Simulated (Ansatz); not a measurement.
Nb6⁻, relaxed as a doublet with UKS PBE-D4/def2-SVPD in Ansatz, starting from the GFN1-xTB geometry. Force threshold 0.02 eV/Å.

In the def2 sets Nb takes a core potential; there is no spin–orbit coupling. The highest occupied level of the charge -1 doublet lies above zero (up to 0.23 eV). It is a level of β spin, whose loss leaves a triplet; that state wasn't run at this geometry and level. The electron is either unbound and held by the finite basis, or the level is raised by self-interaction error. The relaxation made no stability test and no search for a lower SCF solution. No other spin state of charge -1 was run. Another isomer (doublet) lies 0.10 eV lower at PBE0-D4/def2-TZVPD; other spin states weren't run for this one.

Start:

Cartesian coordinates in Å:
```
Nb 1.522 -0.939 -0.891
Nb -1.101 -1.550 -1.156
Nb -0.938 0.984 2.230
Nb 1.648 1.669 -1.149
Nb -0.899 1.240 -0.437
Nb -0.233 -1.404 1.404
```

```
         step  energy (eV)  largest force component (eV/Å)  SCF passes
            1   -9300.2184                           3.114         176
            2   -9302.1315                           1.224          83
            3   -9302.5142                           0.730          90
            4   -9302.9349                           0.972          77
            5   -9303.3855                           1.273          77
            6   -9303.9385                           1.808          62
            7   -9304.4459                           1.180          65
            8   -9304.6878                           0.449          80
            9   -9304.7230                           0.304          61
           10   -9304.7407                           0.276          59
11 (rejected)   -9304.6930                           0.569         103
12 (rejected)   -9304.7405                           0.326          75
           13   -9304.7637                           0.092          57
           14   -9304.7687                           0.121          58
15 (rejected)   -9304.7524                           0.399          60
           16   -9304.7708                           0.049          53
           17   -9304.7709                           0.054          45
18 (rejected)   -9304.7702                           0.059          49
           19   -9304.7712                           0.020          41
```

Force components are those of the run's own axes.

End:

```xyz
6

Nb    1.300   -0.636   -0.599
Nb   -1.021   -1.620   -1.095
Nb    0.240    0.934    1.619
Nb    1.233    1.787   -0.387
Nb   -1.101    0.792   -0.784
Nb   -0.651   -1.257    1.245
```

Bonds formed: Nb1–Nb3, Nb2–Nb3, Nb3–Nb4, Nb4–Nb6 (atoms count from 1).

No frequencies were taken in this run, so the end may be a saddle point.

It took 4.5 min on 4 threads of Arm Neoverse V1 on a shared host, peak host memory 0.73 GiB.
